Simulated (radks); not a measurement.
All-electron atom: Gd2+ in [Xe] 4f7 5d1. Method: scalar-relativistic Kohn-Sham, MS2 meta-GGA, spin-unpolarised, spherical densities, finite nucleus; meta-GGA in the generalised Kohn-Sham scheme; Fermi nuclear charge, rms radius 5.1569 fm; computed with a radial shooting solver on a logarithmic mesh with Libxc functionals.

Unscreened Slater integrals over Kohn-Sham orbitals (hartree). Empty in this configuration: 6s.

| integral | value |
|---|---|
| F0(5d,5d) | 0.38481 |
| F2(5d,5d) | 0.19874 |
| F4(5d,5d) | 0.13037 |
| F0(5d,4f) | 0.49377 |
| F2(5d,4f) | 0.12300 |
| F4(5d,4f) | 0.060411 |
| G1(5d,4f) | 0.062127 |
| G3(5d,4f) | 0.048536 |
| G5(5d,4f) | 0.036538 |
| F0(5d,5p) | 0.45174 |
| F2(5d,5p) | 0.21322 |
| G1(5d,5p) | 0.24619 |
| G3(5d,5p) | 0.15140 |
| F0(5d,5s) | 0.46813 |
| G2(5d,5s) | 0.15265 |
| F0(5d,6s) | 0.30078 |
| G2(5d,6s) | 0.090853 |
| F0(4f,4f) | 1.0832 |
| F2(4f,4f) | 0.50681 |
| F4(4f,4f) | 0.31641 |
| F6(4f,4f) | 0.22719 |
| F0(4f,5p) | 0.69315 |
| F2(4f,5p) | 0.24186 |
| G2(4f,5p) | 0.13001 |
| G4(4f,5p) | 0.099384 |
| F0(4f,5s) | 0.77788 |
| G3(4f,5s) | 0.15061 |
| F0(4f,6s) | 0.34245 |
| G3(4f,6s) | 0.014222 |
| F0(5p,5p) | 0.58064 |
| F2(5p,5p) | 0.31364 |
| F0(5p,5s) | 0.62114 |
| G1(5p,5s) | 0.41610 |
| F0(5p,6s) | 0.32447 |
| G1(5p,6s) | 0.027491 |
| F0(5s,5s) | 0.67411 |
| F0(5s,6s) | 0.33016 |
| G0(5s,6s) | 0.015265 |
| F0(6s,6s) | 0.26409 |

Derived for the open shells (J is the average intra-shell exchange parameter used in DFT+U). 4f: F4/F2 = 0.624, F6/F2 = 0.448, J = (286 F2 + 195 F4 + 250 F6)/6435 = 0.04094 hartree. 5d: Racah B = F2/49 - 5 F4/441 = 0.002578 hartree, C = 35 F4/441 = 0.01035 hartree, C/B = 4.01, F4/F2 = 0.656, J = (F2 + F4)/14 = 0.02351 hartree.
